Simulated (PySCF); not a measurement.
**TDDFT excited states: C5H2F2O2**

C₅H₂F₂O₂.
Bonds: O1–C2 (double), C2–F3, C2–C4, C4–O5 (aromatic), O5–C6 (aromatic), C6–C7 (aromatic), C7–C8 (aromatic), C8–F9, C4–C8 (aromatic). Hydrogens: H10 on C6; H11 on C7.

Level of theory: TDDFT B3LYP/def2-SVPD, vertical, gas phase, core orbitals frozen in the response (PySCF). Geometry: GFN2-xTB, one conformer, isolated molecule. Torsions of this conformer, `[O:1]=[C:2]([F:3])[c:4]1[o:5][cH:6][cH:7][c:8]1[F:9]`: O1–C2–C4–O5 180°.

What does the calculation give for the low-lying excited states?

| state | λ (nm) | E (eV) | f | \|μ\| (D) | symmetry | main configurations (H = HOMO, L = LUMO) |
| --- | --- | --- | --- | --- | --- | --- |
| S1 | 235.2 | 5.27 | 0.0001 | 0.06 | – | H-2→L (97%) |
| S2 | 233.4 | 5.31 | 0.399 | 4.45 | A′ | H→L (97%) |
| S3 | 211.9 | 5.85 | 0.024 | 1.05 | A′ | H-1→L (85%), H→L+1 (13%) |
| S4 | 177.8 | 6.97 | 0.0019 | 0.27 | – | H→L+2 (98%) |
| S5 | 174.8 | 7.09 | 0.116 | 2.08 | A′ | H→L+1 (80%), H-1→L (12%) |
| S6 | 172.9 | 7.17 | 0.0051 | 0.43 | A″ | H→L+3 (95%) |
| S7 | 169.4 | 7.32 | 0.0001 | 0.07 | – | H-4→L (98%) |
| S8 | 160.5 | 7.72 | 0.0099 | 0.58 | A″ | H→L+4 (90%) |

Triplets, Tamm–Dancoff:

```json
{"state": "T1", "E (eV)": "3.39", "λ (nm)": "365.5", "main configurations (H = HOMO, L = LUMO)": "H→L (96%)"}
{"state": "T2", "E (eV)": "4.76", "λ (nm)": "260.7", "main configurations (H = HOMO, L = LUMO)": "H-1→L (89%)"}
{"state": "T3", "E (eV)": "4.86", "λ (nm)": "255.1", "main configurations (H = HOMO, L = LUMO)": "H-2→L (94%)"}
```

The lowest singlet comes at 235 nm (509 kJ/mol) in the ultraviolet; it is dark (f under 0.0005); its leading configuration is HOMO-2→LUMO (97%). The most intense listed level is S2 at 5.31 eV (233 nm, f = 0.399), 0.04 eV above S1. Löwdin shares by element: HOMO carbon 62% or more, oxygen 10% or more (atoms not listed hold the other 28%); LUMO carbon 47% or more, oxygen 16% or more (atoms not listed hold the other 36%). Orbital energies (eV): HOMO-3 -10.81, HOMO-2 -9.05, HOMO-1 -8.84, HOMO -7.69, LUMO -2.31, LUMO+1 -0.16, LUMO+2 0.22. Of the 8 states listed, 3 reach f = 0.01 and 2 stay under 0.0005. The oscillator strengths of these states sum to 0.557; summed over the whole spectrum of an exact calculation they would give the number of electrons, 66 (Thomas–Reiche–Kuhn). Symmetry labels in Cs follow from the direction of the transition dipole and are given only for states with f of 0.002 or more. Only the lowest 8 singlets were computed, as vertical energies without vibronic structure.
